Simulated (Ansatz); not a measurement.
hydrogen fluoride, charge +1, doublet, at a GFN2-xTB geometry (a state made from the parent by changing its charge; the spin is typed, not shown lowest); CCSD(T)/STO-3G in Ansatz (an electronic-structure program).

Input for Ansatz:
Ansatz 0.2 input:
```yaml
crystal:
  periodic: [false, false, false]
  atoms:
    - {symbol: F, position_ang: [-0.00000000, -0.00000000, -0.10443316]}
    - {symbol: H, position_ang: [0.00000000, 0.00000000, 0.93989843]}
basis:
  gaussian:
    orbitals: STO-3G
total_charge: 1
magnetization: {spin_polarized: true, initial_magnetization: 1}
correlation: {method: ccsd_t}
```

Question: Predict the main parts of the log of this Ansatz run.

Answer: 
```
Functional definition: HF
76 factors; integrals over basis functions are off by at most 5.8e-6 eV
mean field evaluation 1: about -2671.4428 eV, gradient 7.0e0 eV
mean field evaluation 2: about -2671.4441 eV, gradient 7.1e0 eV
mean field evaluation 4: about -2671.9339 eV, gradient 1.5e-1 eV
mean field evaluation 8: about -2671.9337 eV, gradient 1.7e-5 eV
mean field evaluation 16: about -2671.9337 eV, gradient 8.2e-7 eV
mean field -2671.93367242 eV, -98.1917513599 hartree, gradient 8.2e-7 eV, S^2 0.753432; 2 other end points of the search recorded, 0 dependent functions left out
1 core orbitals not correlated
reference -2671.93367242 eV, -98.1917513599 hartree; 4, 3 occupied and 1, 2 virtual orbitals, 76 factors
second order -0.34138519 eV of doubles, -0.00000000 eV of singles
cycle   1  -0.43445305 eV  change   -9.3e-2 eV  update   2.7e-2
cycle   2  -0.50330692 eV  change   -6.9e-2 eV  update   1.3e-2
cycle   3  -0.50522807 eV  change   -1.9e-3 eV  update   3.4e-3
cycle   4  -0.50864732 eV  change   -3.4e-3 eV  update   1.8e-3
cycle   5  -0.50900016 eV  change   -3.5e-4 eV  update   2.2e-4
cycle   6  -0.50900004 eV  change    1.2e-7 eV  update   4.0e-5
cycle   7  -0.50899969 eV  change    3.6e-7 eV  update   1.1e-5
cycle   8  -0.50900051 eV  change   -8.3e-7 eV  update   1.2e-6
perturbative correction -0.00001319 eV, -0.0000004846 hartree
Total energy: -2672.44268612 eV, -98.2104572683 hartree
```
